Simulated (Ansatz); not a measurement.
## Relaxing a trial structure of ClHSi3

The starting geometry of this gas-phase singlet was optimised with GFN2-xTB.

| atom | x (Å) | y (Å) | z (Å) |
| --- | --- | --- | --- |
| Cl | 2.0030 | -0.7773 | -1.4801 |
| Si | -0.3488 | 0.5658 | 0.0007 |
| Si | 0.9885 | 1.1952 | -1.6494 |
| Si | -0.7666 | 0.0352 | 2.1143 |
| H | -1.6687 | 1.2233 | 2.4197 |

**Question.** Where would you expect an optimisation with PBE0-D3(BJ)/def2-SVP to take it?

**Answer.** A new bond forms, giving a structure with H5 bridging Si4 and Si2, given below by its coordinates. Distances that change by over a tenth: Si4–H5 (1.52 → 1.70 Å). Contacts that close: Si2–H5 (2.83 → 1.70 Å).

The energy falls by 0.72 eV over 16 steps:

```tsv
step	E − E(last) (eV)
1	0.716
3	0.456
4	0.403
6	0.251
8	0.082
9	0.020
11	0.005
13	0.000
14	0.000
16	0.000
```

Final geometry (Å):

```json
{"atom": "Cl", "x (Å)": "1.7729", "y (Å)": "-0.5515", "z (Å)": "-1.5662"}
{"atom": "Si", "x (Å)": "-0.9220", "y (Å)": "0.1020", "z (Å)": "0.1598"}
{"atom": "Si", "x (Å)": "0.9237", "y (Å)": "1.2223", "z (Å)": "-0.7837"}
{"atom": "Si", "x (Å)": "-0.3653", "y (Å)": "0.1607", "z (Å)": "2.2657"}
{"atom": "H", "x (Å)": "-1.2019", "y (Å)": "1.3087", "z (Å)": "1.3296"}
```

Frequencies at the end are all real (lowest 62 cm⁻¹). Run with Ansatz 0.2.0, 87 s on 1 thread of AMD EPYC (Zen 3), on a shared host.
